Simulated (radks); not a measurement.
Values are calculated unless marked as measured or tabulated.
Q: The mean radii <r> (bohr) of the occupied orbitals of an atom or ion are listed with their occupations. Code: a radial shooting solver on a logarithmic mesh with Libxc functionals. Model: scalar-relativistic Kohn-Sham, PBE, spin-unpolarised, spherical densities, finite nucleus; Fermi nuclear charge, rms radius of each element as measured or else 0.836 A^(1/3) + 0.57 fm.

| orbital | occ. | <r> |
|---|---|---|
| 1s | 2 | 0.05846 |
| 2s | 2 | 0.2668 |
| 2p | 6 | 0.2355 |
| 3s | 2 | 0.7841 |
| 3p | 6 | 0.8122 |
| 3d | 3 | 0.8668 |

Name the element and its charge.

A: Z = 26, iron, charge +5: Fe5+ in [Ar] 3d3. The 1s radius gives Z: for a bare nucleus <r> = (2 gamma + 1)/(2Z) with gamma = sqrt(1 - (Z/c)^2), 0.05699 bohr for Z = 26, and screening makes it slightly larger (0.05846 here). The occupations add up to 21, and the charge is Z minus that.
